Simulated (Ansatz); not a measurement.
Spectroscopic constants of ZrS, multiplicity 3 (an upper state: multiplicity 1 came lower at CCSD(T)/def2-TZVPP on PBE0 minima). No spin–orbit coupling.

Constants: fifth-degree fit in 1/R to seven points, most abundant isotopes. In def2 and cc sets the state is the lowest found near the PBE0 minimum, followed along R.

Correlated levels freeze the inner cores; with def2 sets outer-core shells near the valence are correlated too.

The values were computed with Ansatz (Gaussian basis) for Hartree–Fock, density functionals and correlated methods.  In def2 rows elements past Kr take small-core potentials, without spin–orbit coupling.

Q: What bond length and harmonic frequency does PBE/def2-TZVPP give?

A: r_e = 2.197 Å, ω_e = 521 cm⁻¹.

Q: What bond length and harmonic frequency does PBE0/def2-TZVPP give?

A: r_e = 2.182 Å, ω_e = 543 cm⁻¹.

Q: What bond length and harmonic frequency does CCSD(T)/def2-TZVPP give?

A: r_e = 2.205 Å, ω_e = 528 cm⁻¹.

Ansatz is a quantum-chemistry and plane-wave program.
